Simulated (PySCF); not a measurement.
Radial density of Ge⁺ (germanium, charge +1)

UHF, [Ar] 3d10 4s2 4p1, 2P determinant. All numbers are calculated (PySCF 2.14, no relativity, point nucleus, in def2-TZVPPD).

| r (bohr) | 4πr²ρ (e/bohr) | 4πr²(ρα − ρβ) |
| --- | --- | --- |
| 0.000663 | 0.1190 | 0.0000 |
| 0.00112 | 0.3280 | 0.0000 |
| 0.00188 | 0.8818 | 0.0000 |
| 0.00316 | 2.301 | 0.0000 |
| 0.00531 | 5.670 | 0.0000 |
| 0.00893 | 12.74 | -0.0001 |
| 0.0150 | 24.47 | 0.0000 |
| 0.0253 | 36.45 | 0.0010 |
| 0.0425 | 37.46 | 0.0056 |
| 0.0715 | 31.41 | 0.0174 |
| 0.120 | 42.06 | 0.0237 |
| 0.202 | 38.54 | -0.0052 |
| 0.340 | 22.76 | 0.0152 |
| 0.572 | 28.28 | 0.0310 |
| 0.963 | 10.75 | 0.0158 |
| 1.62 | 2.473 | 0.3599 |
| 2.72 | 0.9680 | 0.3699 |
| 4.58 | 0.09851 | 0.0643 |
| 7.71 | 0.0006369 | 0.0006 |

(1) Where is the radial spin density 4πr²(ρα − ρβ) most negative, and why is it negative at all?

Results:

(1) Around r = 0.202 bohr, down to -0.0052 e/bohr: exchange with the open shell polarises the paired shells in an unrestricted calculation.
